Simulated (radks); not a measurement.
Coulomb parameter of the 5d shell of the platinum ion Pt2+ in the model configuration [Xe] 4f14 5d6 6p2, as a second difference U = [E(n + 1) + E(n - 1) - 2 E(n)] / (1)^2 with all orbitals relaxed. "Bare": the charge of the atom changes with n. "Screened": the 6p shell takes up the change at fixed total charge, which measures U(5d,5d) + U(6p,6p) - 2 U(5d,6p). Calculated with a radial shooting solver on a logarithmic mesh with Libxc functionals: scalar-relativistic Kohn-Sham, BLYP, spin-unpolarised, spherical densities, finite nucleus; Fermi nuclear charge, rms radius 5.427 fm.

[
 {"case": "start", "configuration": "[Xe] 4f14 5d6 6p2", "E - E(n) (eV)": "0.000"},
 {"case": "bare +1", "configuration": "[Xe] 4f14 5d7 6p2", "E - E(n) (eV)": "-27.564"},
 {"case": "bare -1", "configuration": "[Xe] 4f14 5d5 6p2", "E - E(n) (eV)": "40.210"},
 {"case": "screened +1", "configuration": "[Xe] 4f14 5d7 6p1", "E - E(n) (eV)": "-14.823"},
 {"case": "screened -1", "configuration": "[Xe] 4f14 5d5 6p3", "E - E(n) (eV)": "17.350"}
]

U(bare) = 12.646 eV, U(screened by 6p) = 2.527 eV, against the Slater integral F0(5d,5d) = 16.752 eV with frozen orbitals.
